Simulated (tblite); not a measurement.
A geometry optimisation, step by step.

C4H12GeOSe.
Numbering: `[CH3:1][CH:2]([CH3:3])[O:4][CH2:5][GeH2:6][SeH:7]` (hydrogens: H8, H9, H10 on C1; H11 on C2; H12, H13, H14 on C3; H15, H16 on C5; H17, H18 on Ge6; H19 on Se7)

Computed with GFN2-xTB (tblite), gas phase: L-BFGS steps from a force-field or distance-geometry start until the largest atomic force falls under 0.01 eV/Å. 10 of its 146 geometries are shown.

Step 0: E = -649.1435 eV, largest atomic force 1.222 eV/Å
```
atom  x, y, z in Å  |  force x, y, z in eV/Å
C1     -1.560   -1.116   -0.692   -0.768  -0.199  -0.500
C2     -1.144   -0.112    0.380   -0.491  -0.843   0.675
C3     -1.512   -0.647    1.776   -0.639  -0.012   0.400
O4      0.266    0.060    0.338   -0.301   0.469  -0.038
C5      0.607    1.208   -0.377   -0.394   0.653  -0.181
Ge6     2.532    1.256   -0.614    1.100  -0.120   0.199
Se7     3.217   -0.653   -1.810   -0.540  -0.465   0.993
H8     -1.038   -2.078   -0.551   -0.273   0.536  -0.055
H9     -1.316   -0.718   -1.696   -0.130  -0.305   0.495
H10    -2.670   -1.284   -0.641    1.057   0.098  -0.096
H11    -1.706    0.835    0.239    0.508  -0.155  -0.062
H12    -1.017   -1.614    1.976   -0.232   0.583  -0.143
H13    -2.626   -0.787    1.852    1.092   0.100  -0.097
H14    -1.210    0.087    2.547   -0.109  -0.483  -0.394
H15     0.300    2.133    0.172   -0.101  -0.445  -0.390
H16     0.147    1.206   -1.386   -0.090   0.163   0.348
H17     3.220    1.270    0.784   -0.137   0.061  -0.520
H18     2.934    2.525   -1.399   -0.027  -0.329   0.224
H19     2.567   -1.561   -0.743    0.475   0.693  -0.859
```

Step 16: E = -649.4148 eV, largest atomic force 0.077 eV/Å
```
atom  x, y, z in Å  |  force x, y, z in eV/Å
C1     -1.575   -1.124   -0.693    0.013   0.011   0.009
C2     -1.168   -0.134    0.400   -0.031  -0.011   0.029
C3     -1.507   -0.666    1.790    0.008  -0.010   0.008
O4      0.233    0.134    0.335   -0.034  -0.007   0.008
C5      0.566    1.281   -0.407   -0.021  -0.017   0.019
Ge6     2.553    1.238   -0.577   -0.044  -0.007   0.000
Se7     3.236   -0.664   -1.721    0.002  -0.014  -0.019
H8     -1.058   -2.070   -0.550   -0.008   0.009   0.026
H9     -1.311   -0.737   -1.675   -0.021   0.003   0.002
H10    -2.649   -1.294   -0.657    0.047  -0.002  -0.023
H11    -1.716    0.810    0.250    0.053   0.017  -0.013
H12    -1.001   -1.611    1.969    0.018   0.010  -0.026
H13    -2.582   -0.815    1.871    0.048  -0.016   0.001
H14    -1.194    0.046    2.550    0.014  -0.015  -0.020
H15     0.219    2.185    0.111    0.035   0.025  -0.059
H16     0.100    1.264   -1.402    0.046   0.027   0.010
H17     3.250    1.281    0.762   -0.073   0.011   0.021
H18     3.054    2.418   -1.380    0.001   0.017   0.008
H19     2.541   -1.533   -0.819   -0.052  -0.030   0.018
```

Step 32: E = -649.4375 eV, largest atomic force 0.081 eV/Å
```
atom  x, y, z in Å  |  force x, y, z in eV/Å
C1     -1.550   -1.101   -0.688   -0.020  -0.017  -0.012
C2     -1.169   -0.099    0.403    0.000  -0.037   0.020
C3     -1.431   -0.690    1.785   -0.014  -0.012   0.008
O4      0.216    0.219    0.322    0.015   0.022  -0.016
C5      0.538    1.330   -0.480    0.006   0.041  -0.006
Ge6     2.524    1.217   -0.543   -0.011   0.026  -0.022
Se7     3.200   -0.731   -1.619    0.019   0.033   0.009
H8     -1.028   -2.039   -0.515    0.006  -0.007  -0.010
H9     -1.274   -0.736   -1.675   -0.016   0.051   0.014
H10    -2.620   -1.284   -0.667   -0.004   0.002  -0.022
H11    -1.756    0.826    0.279    0.045  -0.013   0.007
H12    -0.870   -1.615    1.892   -0.004   0.026   0.035
H13    -2.491   -0.900    1.904    0.024  -0.004   0.004
H14    -1.115    0.000    2.564    0.000  -0.001  -0.047
H15     0.204    2.266   -0.016   -0.032  -0.015   0.011
H16     0.080    1.277   -1.476    0.041  -0.069   0.012
H17     3.063    1.281    0.867   -0.007  -0.038  -0.042
H18     3.142    2.358   -1.324    0.016   0.013   0.013
H19     2.326   -1.569   -0.855   -0.064   0.002   0.042
```

Step 48: E = -649.4539 eV, largest atomic force 0.038 eV/Å
```
atom  x, y, z in Å  |  force x, y, z in eV/Å
C1     -1.533   -1.079   -0.703   -0.016   0.007   0.006
C2     -1.145   -0.103    0.408   -0.003   0.000   0.030
C3     -1.370   -0.704    1.792    0.004  -0.024   0.017
O4      0.233    0.240    0.311    0.005   0.014  -0.017
C5      0.528    1.327   -0.535    0.008   0.012  -0.008
Ge6     2.514    1.228   -0.528   -0.019   0.024   0.005
Se7     3.132   -0.777   -1.527   -0.025  -0.008   0.017
H8     -1.003   -2.020   -0.575   -0.005   0.007   0.022
H9     -1.276   -0.673   -1.679   -0.006   0.018   0.001
H10    -2.603   -1.266   -0.681   -0.015  -0.021   0.015
H11    -1.739    0.819    0.314   -0.009   0.003  -0.018
H12    -0.766   -1.601    1.907    0.006  -0.019  -0.015
H13    -2.417   -0.959    1.931    0.007  -0.004  -0.037
H14    -1.076    0.005    2.562    0.003   0.014  -0.030
H15     0.134    2.264   -0.124    0.020  -0.012  -0.009
H16     0.105    1.200   -1.539    0.015  -0.019   0.017
H17     2.965    1.240    0.909    0.027   0.019   0.007
H18     3.206    2.360   -1.261   -0.008  -0.027   0.011
H19     2.101   -1.489   -0.824    0.010   0.015  -0.015
```

Step 64: E = -649.4574 eV, largest atomic force 0.029 eV/Å
```
atom  x, y, z in Å  |  force x, y, z in eV/Å
C1     -1.543   -1.070   -0.702   -0.005  -0.006  -0.005
C2     -1.144   -0.097    0.408    0.001   0.001   0.015
C3     -1.354   -0.717    1.785   -0.007   0.000   0.007
O4      0.233    0.249    0.311    0.019  -0.018   0.000
C5      0.537    1.323   -0.548   -0.012  -0.003  -0.001
Ge6     2.522    1.236   -0.504    0.008  -0.021  -0.019
Se7     3.108   -0.792   -1.480    0.005   0.011   0.023
H8     -0.996   -2.003   -0.586    0.007  -0.012  -0.004
H9     -1.318   -0.658   -1.683   -0.002   0.021  -0.002
H10    -2.608   -1.277   -0.650   -0.004  -0.002   0.003
H11    -1.741    0.824    0.323   -0.014   0.014  -0.002
H12    -0.730   -1.602    1.883   -0.013   0.007   0.010
H13    -2.396   -0.995    1.918    0.012  -0.006  -0.006
H14    -1.073   -0.008    2.560    0.004  -0.011  -0.004
H15     0.122    2.264   -0.167    0.012   0.008   0.002
H16     0.144    1.167   -1.558   -0.005   0.008  -0.011
H17     2.981    1.276    0.931   -0.004   0.008   0.007
H18     3.225    2.347   -1.255   -0.003   0.000  -0.008
H19     2.018   -1.458   -0.827    0.001   0.003  -0.004
```

Step 81: E = -649.4597 eV, largest atomic force 0.021 eV/Å
```
atom  x, y, z in Å  |  force x, y, z in eV/Å
C1     -1.560   -1.056   -0.706   -0.011  -0.003  -0.004
C2     -1.141   -0.099    0.409    0.001  -0.004   0.003
C3     -1.347   -0.732    1.782   -0.004   0.003  -0.001
O4      0.239    0.234    0.299    0.007   0.000   0.020
C5      0.549    1.310   -0.555   -0.016  -0.006  -0.001
Ge6     2.535    1.236   -0.503   -0.007   0.017   0.009
Se7     3.149   -0.824   -1.378    0.001  -0.007  -0.005
H8     -0.986   -1.978   -0.632    0.002   0.003  -0.010
H9     -1.385   -0.616   -1.686    0.011   0.006   0.003
H10    -2.616   -1.291   -0.619   -0.013   0.002   0.002
H11    -1.733    0.828    0.343    0.006   0.003  -0.014
H12    -0.716   -1.612    1.877   -0.002   0.009  -0.003
H13    -2.387   -1.022    1.905    0.007  -0.001   0.004
H14    -1.080   -0.026    2.564    0.015  -0.010  -0.004
H15     0.141    2.252   -0.172   -0.001  -0.002   0.008
H16     0.155    1.159   -1.566   -0.001   0.000  -0.016
H17     2.984    1.353    0.931    0.005   0.007   0.006
H18     3.221    2.329   -1.296    0.000  -0.005  -0.006
H19     1.968   -1.435   -0.840    0.001  -0.010   0.010
```

Step 97: E = -649.4612 eV, largest atomic force 0.038 eV/Å
```
atom  x, y, z in Å  |  force x, y, z in eV/Å
C1     -1.573   -1.040   -0.719   -0.006  -0.002  -0.003
C2     -1.140   -0.102    0.409   -0.011   0.006  -0.013
C3     -1.331   -0.746    1.777   -0.001  -0.017  -0.004
O4      0.239    0.226    0.290   -0.004  -0.009   0.008
C5      0.545    1.306   -0.559    0.003  -0.007   0.002
Ge6     2.531    1.242   -0.498    0.021   0.008   0.019
Se7     3.155   -0.846   -1.302    0.004   0.006  -0.001
H8     -0.995   -1.962   -0.672   -0.011   0.022  -0.009
H9     -1.411   -0.575   -1.689    0.000  -0.029   0.018
H10    -2.628   -1.280   -0.623    0.012   0.009   0.005
H11    -1.728    0.827    0.356   -0.007   0.029  -0.002
H12    -0.708   -1.632    1.851    0.016  -0.027   0.011
H13    -2.370   -1.027    1.919   -0.016   0.001  -0.002
H14    -1.040   -0.052    2.561    0.007  -0.003  -0.007
H15     0.126    2.243   -0.175    0.013   0.011  -0.001
H16     0.161    1.157   -1.575   -0.011  -0.006  -0.007
H17     2.986    1.420    0.933   -0.012  -0.004  -0.036
H18     3.211    2.304   -1.336    0.004  -0.002   0.003
H19     1.960   -1.452   -0.791    0.000   0.015   0.019
```

Step 113: E = -649.4686 eV, largest atomic force 0.062 eV/Å
```
atom  x, y, z in Å  |  force x, y, z in eV/Å
C1     -1.651   -0.961   -0.757    0.008   0.016   0.010
C2     -1.138   -0.109    0.405    0.002  -0.003  -0.004
C3     -1.273   -0.847    1.734   -0.002   0.012   0.003
O4      0.244    0.197    0.252   -0.015  -0.002  -0.017
C5      0.551    1.280   -0.593    0.008   0.006   0.001
Ge6     2.543    1.271   -0.527   -0.047  -0.037  -0.017
Se7     3.193   -0.912   -0.975    0.010   0.028  -0.005
H8     -1.082   -1.887   -0.811   -0.028   0.018  -0.017
H9     -1.551   -0.432   -1.702    0.028  -0.002  -0.009
H10    -2.703   -1.194   -0.611    0.015  -0.018   0.026
H11    -1.706    0.836    0.444    0.033  -0.024   0.024
H12    -0.728   -1.787    1.692   -0.011   0.027  -0.007
H13    -2.318   -1.049    1.950   -0.003  -0.004  -0.009
H14    -0.855   -0.240    2.533   -0.012  -0.017   0.009
H15     0.134    2.216   -0.203   -0.021  -0.003  -0.006
H16     0.165    1.133   -1.608    0.025   0.007   0.013
H17     3.005    1.687    0.851   -0.003   0.006  -0.002
H18     3.177    2.221   -1.521    0.012  -0.018   0.000
H19     1.983   -1.415   -0.394    0.001   0.008   0.006
```

Step 129: E = -649.4714 eV, largest atomic force 0.017 eV/Å
```
atom  x, y, z in Å  |  force x, y, z in eV/Å
C1     -1.702   -0.901   -0.773    0.003   0.007  -0.001
C2     -1.128   -0.117    0.408   -0.006   0.002   0.007
C3     -1.244   -0.913    1.703    0.002   0.000   0.008
O4      0.253    0.169    0.223   -0.004  -0.001   0.000
C5      0.554    1.260   -0.614   -0.002   0.001  -0.002
Ge6     2.546    1.283   -0.546    0.005  -0.006   0.004
Se7     3.233   -0.921   -0.744    0.005   0.008  -0.003
H8     -1.141   -1.823   -0.909   -0.008   0.011   0.001
H9     -1.648   -0.321   -1.692    0.001   0.002  -0.003
H10    -2.743   -1.144   -0.581    0.004  -0.001  -0.003
H11    -1.669    0.838    0.513   -0.008  -0.004   0.001
H12    -0.745   -1.873    1.594    0.002   0.011   0.000
H13    -2.288   -1.081    1.949    0.004  -0.005  -0.006
H14    -0.770   -0.368    2.515   -0.004  -0.005   0.003
H15     0.121    2.187   -0.222    0.002   0.003   0.002
H16     0.177    1.116   -1.633    0.005  -0.016  -0.001
H17     3.009    1.870    0.770   -0.005  -0.004  -0.010
H18     3.171    2.118   -1.643   -0.002   0.003   0.000
H19     2.005   -1.372   -0.160    0.006  -0.006   0.002
```

Step 145: E = -649.4733 eV, largest atomic force 0.010 eV/Å
```
atom  x, y, z in Å  |  force x, y, z in eV/Å
C1     -1.740   -0.828   -0.777   -0.002   0.002   0.005
C2     -1.130   -0.110    0.427    0.002   0.004   0.002
C3     -1.227   -0.969    1.684   -0.001   0.000  -0.004
O4      0.251    0.165    0.233    0.004   0.001  -0.003
C5      0.555    1.224   -0.644    0.002   0.003  -0.003
Ge6     2.546    1.283   -0.562   -0.003   0.002  -0.006
Se7     3.283   -0.913   -0.588   -0.003   0.003   0.001
H8     -1.183   -1.740   -0.981   -0.001  -0.002  -0.004
H9     -1.717   -0.198   -1.664   -0.001  -0.001  -0.003
H10    -2.774   -1.083   -0.567   -0.005  -0.005   0.001
H11    -1.659    0.844    0.590    0.006   0.000   0.003
H12    -0.715   -1.914    1.522    0.000  -0.005   0.000
H13    -2.267   -1.164    1.927   -0.002   0.000   0.000
H14    -0.754   -0.460    2.519    0.001   0.005   0.002
H15     0.105    2.162   -0.300    0.002   0.000  -0.001
H16     0.199    1.031   -1.662    0.002  -0.003   0.001
H17     2.998    1.982    0.701   -0.002   0.000   0.010
H18     3.157    2.044   -1.720    0.001   0.000  -0.001
H19     2.062   -1.349    0.020    0.003  -0.004  -0.001
```

**Question.** Summarise the path.

**Answer.** The energy falls by 0.3298 eV from step 0 to step 145; nine tenths of that is first reached at step 35. It falls at every step. The largest force goes from 1.222 to 0.010 eV/Å. Among the bonds Se7–H19 changes most, from 1.544 to 1.432 Å; the atoms move by 0.575 Å rms after alignment.

What follows is the cost of the whole relaxation. On one thread of an Arm Neoverse N1, shared host, this took 1.8 s wall.
